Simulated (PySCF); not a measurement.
# Heteronuclear NMR

Atoms are numbered as in `[CH3:1][O:2][SiH2:3]/[CH:4]=[CH:5]\[CH:6]=[CH:7]\[F:8]` (H(Xn): hydrogen on atom n).

PySCF calculation with coordinates at the GFN2-xTB level and GIAO PBE0/pcSseg-1 shieldings; no solvent model, one conformer, non-relativistic Hamiltonian, averaged over atoms made equivalent by symmetry, fast rotation or ring inversion.

Question: What are the $^{19}$F shifts?

Answer: 
| atoms | environment | σ (ppm) | δ (ppm) |
| --- | --- | --- | --- |
| F8 | vinylic fluorine | 284.3 | -110.5 |

Shieldings were converted by a linear fit to measured shifts: $^{19}$F: δ = 146.13 − 0.903σ +14.6 on sp3 carbon (rms 6.0 ppm, 223 shifts, 7.0 ppm with the 5 outliers that the fit left out vs CFCl3, solution or neat liquid). Occasional misses reach two or three times the rms, and more in compound classes unlike the fitted ones.

On a 500 MHz spectrometer $^{19}$F resonates near 470.5 MHz, so 1 ppm is 470.5 Hz.

Question: What are the $^{29}$Si shifts?

Answer: 
```csv
atoms,environment,σ (ppm),δ (ppm)
Si3,"silicon bonded to C, O, 2 H",378.3,-31.0
```

Shieldings were converted by a linear fit to measured shifts: $^{29}$Si (scatter 8.9 ppm rms, 25.8 ppm with the 6 outliers that the fit left out vs TMS, solution or neat liquid). A few per cent of atoms miss by over 2 rms, more outside the fitted compound classes.

On a 300 MHz spectrometer $^{29}$Si resonates near 59.6 MHz, so 1 ppm is 59.6 Hz.

Question: Where does $^{17}$O resonate?

Answer: 
```csv
atoms,environment,σ (ppm),δ (ppm)
O2,"oxygen bonded to C, Si",342.7,-45.5
```

Shieldings were converted by a linear fit to measured shifts: $^{17}$O: δ = 266.70 − 0.911σ (rms 10.7 ppm, 155 shifts, 12.2 ppm with the 3 outliers that the fit left out vs liquid water, solution or neat liquid). A few per cent of atoms miss by over 2 rms, more outside the fitted compound classes.

On a 300 MHz spectrometer $^{17}$O resonates near 40.7 MHz, so 1 ppm is 40.7 Hz.
